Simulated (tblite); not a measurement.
Problem. Give a GFN2-xTB geometry of InChI=1S/C6H8F2/c7-2-6(3-8)4-1-5(4)6/h4-5H,1-3H2/t4-,5+.

Solution. 
```
atom  x, y, z in Å
F1     1.289   -2.047    0.713
C2     1.289   -1.171   -0.341
C3     0.231   -0.090   -0.158
C4     0.353    0.956   -1.250
F5     0.334    0.352   -2.487
C6    -1.081   -0.538    0.417
C7    -1.520    0.761    1.010
C8    -0.133    0.258    1.255
H9     1.095   -1.757   -1.246
H10    2.293   -0.735   -0.393
H11    1.312    1.484   -1.177
H12   -0.468    1.674   -1.246
H13   -1.491   -1.522    0.498
H14   -1.690    1.629    0.387
H15   -2.210    0.701    1.843
H16    0.392    0.055    2.163
```

Any rigid rotation of these coordinates is as good. Atoms count from 1 in this order. All internal angles of the 3-membered ring C6–C7–C8 are 60.0°. The 3-membered ring C3–C6–C8 has internal angles of 59.8° to 60.1°. The 7 C–C bonds span 1.494 Å (C6–C7, drawn single) to 1.524 Å (C2–C3, drawn single), a spread of 0.030 Å. Of the pairs four or more bonds apart, H12···H14 is among the closest relative to their van der Waals radii: 2.04 Å, 85 % of the sum of Bondi's values.

Bonds between heavy atoms (Å): F1–C2 1.371, C2–C3 1.524, C3–C4 1.517, C4–F5 1.377, C3–C6 1.501, C6–C7 1.494, C7–C8 1.495, C3–C8 1.500, C6–C8 1.495.

Computed geometry: GFN2-xTB, gas phase.

Point group: C1 (no symmetry element, even within 0.4 Å). Its GFN2-xTB frequencies are all real (lowest 47 cm⁻¹). The numbers are those of one conformer (F1–C2–C3–C4 173°, C2–C3–C4–F5 53°).
